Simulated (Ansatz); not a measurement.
**Worked example: ideal-gas entropy of GeO (SMILES [O]=[Ge])**

A linear singlet with charge 0, relaxed at PBE0-D4/def2-TZVP (Ansatz 0.2.0):

```xyz
2

O     0.0000    0.0000   -0.0230
Ge    0.0000    0.0000    1.5995
```

Harmonic wavenumbers in cm⁻¹: 1029.

Masses in u: O 15.999, Ge 72.63. Take T = 298.15 K, p = 1 bar, R = 8.3145 J/(mol K), kT/hc = 207.22 cm⁻¹, rigid rotor and harmonic oscillator.

**Question.** Work out S° at 298 K.

**Answer.** 
1. Translation (Sackur–Tetrode): S = R[3/2 ln M + 5/2 ln T − 1.1517] with M = 88.629 gives 164.8 J/(mol K).
2. Rotation: the moment of inertia is 34.515 u Å², so B = 16.8576/I = 0.4884 cm⁻¹; σ = 1; q = kT/(σhcB) = 424.3; S = R(ln q + 1) = 58.6.
3. Vibration: with u = ν̃/207.22, each mode gives R[u/(eᵘ − 1) − ln(1 − e⁻ᵘ)]; the sum is 0.3, most from 1029 cm⁻¹ (0.3).
4. Electronic: R ln 1 = 0.0, from the spin multiplicity alone.
5. Sum: 164.8 + 58.6 + 0.3 + 0.0 = 223.7 J/(mol K).

No measured value is set beside it here.
